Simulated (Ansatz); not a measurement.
`[CH3][SnH2][CH2]Cl` and `[CH3][SnH2][CH2][AlH2]` differ in one atom or group.

Ansatz, PBE0-D4/def2-TZVP geometries, multiplicity 1. Each molecule was computed in one conformer, which needn't be the lowest.

Elements past krypton have def2 core potentials.

```json
{"property": "LUMO energy (PBE/def2-TZVPP) / eV", "`[CH3][SnH2][CH2]Cl`": "-0.85"}
{"property": "HOMO–LUMO gap (PBE/def2-TZVPP) / eV", "`[CH3][SnH2][CH2]Cl`": "5.46"}
{"property": "HOMO energy (ωB97M-V/def2-TZVPP) / eV", "`[CH3][SnH2][CH2]Cl`": "-9.73"}
{"property": "size of the dipole moment (ωB97M-V/def2-TZVPP) / D", "`[CH3][SnH2][CH2]Cl`": "1.57"}
{"property": "LUMO energy (PBE0/def2-TZVPP) / eV", "`[CH3][SnH2][CH2]Cl`": "-0.02"}
{"property": "HOMO energy (PBE/def2-TZVPP) / eV", "`[CH3][SnH2][CH2]Cl`": "-6.31"}
```

Problem. Give the same properties after the change, and the shifts. (Estimate.)

Solution. Computed: 
```
                                          property  `[CH3][SnH2][CH2][AlH2]`  shift
                 LUMO energy (PBE/def2-TZVPP) / eV                     -1.92  -1.07
               HOMO–LUMO gap (PBE/def2-TZVPP) / eV                      4.52  -0.94
             HOMO energy (ωB97M-V/def2-TZVPP) / eV                     -9.71   0.02
size of the dipole moment (ωB97M-V/def2-TZVPP) / D                      1.66   0.09
                LUMO energy (PBE0/def2-TZVPP) / eV                     -1.16  -1.14
                 HOMO energy (PBE/def2-TZVPP) / eV                     -6.44  -0.13
```

Dipoles are sizes alone; their direction can turn.
